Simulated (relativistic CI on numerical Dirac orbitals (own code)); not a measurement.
**Forbidden lines of Tc XXVI**

These numbers are calculated, not measured: Dirac-Coulomb-Breit CI, separate exchange-only KLI orbitals for each configuration, model QED, unscaled Slater integrals (own radial code, finite nucleus).

CI space (outside the closed core [Ne]): 3s²3p⁶, 3s²3p⁵3d, 3s3p⁶3d, 3s²3p⁵4s, 3s²3p⁵4p, 3s²3p⁵4d, 3s3p⁶4s, 3p⁶3d4p, 3s²3p⁵4f, 3s3p⁶4p, 3s3p⁶4d, 3s3p⁶4f, 3s²3p⁵5s, 3s²3p⁵5p, 3s²3p⁵5d, 3s²3p⁵5f, 3s²3p⁵5g, 3s3p⁶5s, 3s3p⁶5p, 3s3p⁶5d, 3s²3p⁵6s, 3s²3p⁵6p, 3p⁶3d², 3p⁵3d³, 3p⁵3d²4s, 3p⁵3d²4p, 3p⁵3d²4d, 3p⁶3d4s, 3p⁵3d4s², 3p⁵3d4s4p, 3p⁵3d4s4d. Double excitations out of closed p, d and f shells are left out; levels of such configurations are missing from the list, as are those of other unlisted configurations, and high levels can miss mixing partners. These lack a partner that the ground configuration has and come out too high: 3s²3p⁵4f, 3s²3p⁵5s, 3s²3p⁵5p, 3s²3p⁵5d, 3s²3p⁵5f.

```tsv
λ vac (nm)	Lower	Upper	Type	A (s⁻¹)	E lower (eV)	E upper (eV)
2.4629	3s²3p⁵3d ³P°0 [2]	3s²3p⁵4s ³P°2 [41]	E2	3.45e+07	114.31	617.71
2.4771	3s²3p⁵3d ³P°1 [3]	3s²3p⁵4s ³P°2 [41]	E2	9.53e+07	117.19	617.71
2.4965	3s²3p⁵3d ³F°2 [10]	3s²3p⁵4s ³P°0 [92]	E2	3.30e+08	147.03	643.67
2.5025	3s²3p⁵3d ³F°3 [4]	3s²3p⁵4s ³P°2 [41]	E2	1.03e+08	122.27	617.71
2.5047	3p⁵3d³ ⁵F°3 [29]	3p⁵3d²4s ⁵G°5 [288]	E2	6.69e+07	606.98	1102.00
2.5048	3s²3p⁵3d ³P°2 [5]	3s²3p⁵4s ³P°2 [41]	E2	1.44e+08	122.72	617.71
2.5121	3s²3p⁵3d ³F°4 [6]	3s²3p⁵4s ³P°2 [41]	E2	2.77e+08	124.17	617.71
2.5131	3p⁶3d² ³F2 [18]	3p⁶3d4s ³D2 [232]	E2	1.53e+08	496.42	989.76
2.5161	3p⁶3d² ³F2 [18]	3p⁶3d4s ³D1 [231]	E2	2.62e+08	496.42	989.19
2.5202	3p⁵3d³ ⁵F°5 [33]	3p⁵3d²4s ⁵G°6 [291]	E2	1.04e+08	611.62	1103.58
2.5217	3p⁵3d³ ³H°6 [53]	3p⁵3d²4s ³H°6 [310]	E2	1.04e+08	621.96	1113.62
2.5275	3p⁶3d² ³F4 [20]	3p⁶3d4s ³D3 [233]	E2	3.20e+08	504.12	994.66
2.5290	3s²3p⁵3d ³D°2 [11]	3s²3p⁵4s ³P°0 [92]	E2	3.78e+08	153.42	643.67
2.5344	3p⁶3d² ³F3 [19]	3p⁶3d4s ³D2 [232]	E2	1.67e+08	500.56	989.76
2.5366	3p⁵3d³ ⁵G°6 [38]	3p⁵3d²4s ⁵G°6 [291]	E2	2.09e+08	614.81	1103.58
2.5371	3p⁵3d³ ³I°7 [55]	3p⁵3d²4s ³H°6 [310]	E2	2.14e+08	624.95	1113.62
2.5449	3p⁵3d³ ⁵G°6 [38]	3p⁵3d²4s ⁵G°5 [288]	E2	1.02e+08	614.81	1102.00
2.5577	3s²3p⁵3d ³D°3 [8]	3s²3p⁵4s ³P°2 [41]	E2	9.16e+07	132.96	617.71
2.5630	3p⁶3d² ¹G4 [24]	3p⁶3d4s ¹D2 [234]	E2	4.16e+08	512.12	995.87
2.5668	3p⁶3d² ³P2 [25]	3p⁶3d4s ¹D2 [234]	E2	2.10e+08	512.84	995.87
```

Terms are leading LS components. Brackets give the number of a level in order of energy, since labels repeat. The list gives strong lines, with weight on those to low levels, among the lowest 400 of 1344 levels, so that lines to higher ones, which can be the strongest, are missing. Levels whose partners in the same complex of configurations lie outside the list can be far off, and so can their lines. Rates are taken at the computed energies, electric ones in the length gauge.

At this charge energies of transitions that change n are usually good to better than 1 %, and those within a shell (Δn = 0) to a few per cent.

Q: From the table, what is the radiative lifetime of 3s²3p⁵4s ³P°2?

A: The listed rates from this level add up to about 7.46e+08 s⁻¹, 98 % of its decay; with all channels τ = 1.32e-09 s.

LS names give the leading component of a level, which can be under half, so a name can repeat, a term be missing and a line seem to break the LS rules.
